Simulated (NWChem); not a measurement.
System: C2H3AlF2; SMILES C=[CH][Al]([F])[F]

Program: NWChem. All runs use the structure optimised with PBE0/def2-SVP. One conformer.

Diagonal of the polarisability tensor at PBE/def2-SVPD, static: 46.74, 62.16, 37.02 bohr³.

Task: Find the mean polarisability volume, the molar refraction, and the refractive index that an ideal gas of it would have at 273.15 K and 1 atm.

Result: 
1. Mean: one third of the trace = 48.64 bohr³ × 0.14818 Å³/bohr³ = 7.21 Å³.
2. Molar refraction (Lorentz-Lorenz): (4π/3) N_A α = 18.2 cm³/mol.
3. Number density p/kT = 2.687 × 10⁻⁵ Å⁻³; n − 1 = 2π N α = 12.17 × 10⁻⁴.
4. These hold the electronic response alone: vibrational and orientational terms add to the static dielectric constant.
